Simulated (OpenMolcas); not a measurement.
How basis sets differ on C2H2Cl2Si (SMILES C#C[SiH](Cl)Cl)

The species is C2H2Cl2Si (7 atoms), meant as a singlet with charge 0. As SMILES, `C#C[SiH](Cl)Cl`. The shape is that of a PBE0-D4/def2-TZVP optimisation.

Each level gives the HOMO–LUMO gap (eV). The values are calculated.

```
                          level          kind     program  value (eV)  CPU time
           HF/ANO-RCC-MB (DKH2)  Hartree–Fock  OpenMolcas       15.73     2.6 s
                      HF/STO-3G  Hartree–Fock  OpenMolcas       17.37     1.6 s
                       HF/3-21G  Hartree–Fock  OpenMolcas       14.57     2.7 s
HF/ANO-R1 (sfX2C, RICD fitting)  Hartree–Fock  OpenMolcas       14.45     7.1 s
                    HF/def2-SVP  Hartree–Fock  OpenMolcas       14.67     8.7 s
```

The values span 14.45 to 17.37 eV. A Hartree–Fock LUMO above zero doesn't converge with the basis: it sinks as sets grow more diffuse. Orbital gaps aren't excitation energies. CPU times are rough (shared hosts, several kinds of processor and program).
